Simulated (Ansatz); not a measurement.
Geometry optimisation, Ansatz, RKS B3LYP-D4/def2-SVP.

Input:

```yaml
crystal:
  periodic: [false, false, false]
  atoms:
    - { symbol: Hf, position_ang: [0.193967, -0.592073, -0.524672] }
    - { symbol: Cl, position_ang: [-1.208142, -0.544121, 2.91993] }
    - { symbol: F, position_ang: [1.198325, -0.572494, -2.164653] }
    - { symbol: O, position_ang: [-0.275645, 1.238995, -0.137051] }
    - { symbol: H, position_ang: [-0.674639, 2.014425, 0.260426] }
    - { symbol: O, position_ang: [-1.325193, -1.735521, -0.839212] }
    - { symbol: H, position_ang: [-2.146494, -2.227709, -0.83159] }
    - { symbol: O, position_ang: [1.384578, -1.346635, 0.936587] }
    - { symbol: H, position_ang: [2.153811, -1.873318, 1.171374] }
    - { symbol: H, position_ang: [0.026633, -0.96015, 2.62446] }
basis:
  gaussian: { orbitals: def2-SVP }
hamiltonian:
  xc: b3lyp
  dispersion: d4
relax:
  f_tol: 0.03
  max_steps: 50
output:
  orbitals: {}
```

Command:

```bash
$ ansatz run input.yaml --threads 4 --pin off --max-ram 5120MiB --backend cpu --events-out ev --progress --plain --runs-dir out
```

Problem. Where does it end, and by what steps?

Solution. The run converged. After 6 steps the energy has fallen by 0.131 eV; H10 moved furthest, 0.34 Å.

```tsv
step	energy less start (eV)	largest force component (eV/Å)	accepted
0	0.0000	0.940	yes
1	-0.0990	0.360	yes
2	-0.1244	0.268	yes
3	-0.1271	0.055	yes
4	-0.1288	0.117	yes
5	-0.1305	0.079	yes
6	-0.1312	0.029	yes
```

```xyz
10
Properties=species:S:1:pos:R:3
Hf 0.158 -0.576 -0.457
Cl -1.053 -0.747 2.844
F 1.273 -0.658 -2.025
O -0.287 1.279 -0.178
H -0.674 2.083 0.169
O -1.366 -1.704 -0.795
H -2.202 -2.169 -0.765
O 1.263 -1.291 1.043
H 2.093 -1.729 1.252
H 0.122 -1.087 2.328
```

Whether the end is a true minimum wasn't checked by a vibrational analysis.

Time of the run: 19 s on 4 threads of Arm Neoverse V2, on a shared host, peak memory 0.32 GiB.
